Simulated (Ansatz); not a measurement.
Geometry optimisation, RKS PBE/def2-SVP in Ansatz 0.2.0.

The input (input.yaml):

```yaml
crystal:
  periodic: [false, false, false]
  atoms:
    - { symbol: Sn, position_ang: [0.0, 0.0, 0.0] }
    - { symbol: H, position_ang: [0.0, 0.0, 2.09] }
    - { symbol: Cl, position_ang: [2.2726, 0.0, -0.8025] }
    - { symbol: O, position_ang: [-0.9232, 1.5994, -0.6527] }
    - { symbol: H, position_ang: [-1.881, 1.3686, -0.8751] }
    - { symbol: O, position_ang: [-0.9232, -1.5994, -0.6527] }
    - { symbol: H, position_ang: [-1.3778, -2.065, 0.1197] }
    - { symbol: O, position_ang: [1.1853, 1.7874, 0.7126] }
    - { symbol: Si, position_ang: [2.558, 1.7106, 1.678] }
    - { symbol: H, position_ang: [3.0381, 0.3329, 1.7339] }
    - { symbol: H, position_ang: [3.5987, 2.5654, 1.1143] }
    - { symbol: H, position_ang: [2.2319, 2.1666, 3.0261] }
    - { symbol: H, position_ang: [0.588, 0.8867, 1.9402] }
basis:
  gaussian: { orbitals: def2-SVP }
hamiltonian:
  xc: pbe
relax:
  f_tol: 0.15
  max_steps: 25
  restrain:
    - { distance: [0, 7], at: 3.16, k: 30.0 }
    - { distance: [12, 1], at: 1.86, k: 30.0 }
    - { distance: [0, 1], at: 1.74, k: 30.0 }
    - { distance: [12, 7], at: 1.01, k: 30.0 }
```

Command:

```bash
$ ansatz run input.yaml --threads 4 --pin off --max-ram 5120MiB --backend cpu --events-out ev --progress --plain --runs-dir out
```

Problem. Where does it end, and by what steps?

Solution. The run converged. The restraints hold the end off the free minimum; the threshold counts their pulls, which the force column leaves out. Restrained pairs: Sn1–O8 (2.26 → 3.16 Å), H2–H13 (1.07 → 1.87 Å), Sn1–H2 (2.09 → 1.74 Å), O8–H13 (1.64 → 0.99 Å). After 19 steps the energy has fallen by 3.380 eV (the restraints' own energy left out); H7 moved furthest, 1.14 Å.

```
step  energy less start (eV)  largest force component (eV/Å)  accepted
   0                  0.0000                           2.819       yes
   1                 -0.1917                           3.888       yes
   2                 -0.8351                           5.443       yes
   3                 -1.6826                           4.873       yes
   4                 -2.5514                           2.137       yes
   5                 -2.8929                           1.363       yes
   6                 -3.1149                           0.948       yes
   7                 -3.2276                           0.591       yes
   8                 -3.2664                           0.471       yes
   9                 -3.2898                           0.520       yes
  10                 -3.3111                           0.502       yes
  11                 -3.3340                           0.512       yes
  12                 -3.2949                           1.808        no
  13                 -3.3439                           0.484       yes
  14                 -3.3519                           0.485       yes
  15                 -3.3624                           0.479       yes
  16                 -3.3336                           1.421        no
  17                 -3.3710                           0.471       yes
  18                 -3.3728                           0.471       yes
  19                 -3.3799                           0.477       yes
```

```xyz
13
Properties=species:S:1:pos:R:3
Sn -0.467 -0.157 0.084
H -0.466 0.049 1.807
Cl 1.695 -0.666 -0.777
O -1.299 1.436 -0.772
H -1.646 1.159 -1.644
O -1.565 -1.734 -0.480
H -0.967 -2.386 -0.897
O 1.246 1.959 1.681
Si 2.915 1.912 1.974
H 3.436 0.501 2.061
H 3.547 2.635 0.827
H 3.253 2.616 3.263
H 0.686 1.431 2.303
```

Run time: 45 s on 4 threads of Arm Neoverse V1, with other jobs on the host, peak memory 0.21 GiB.
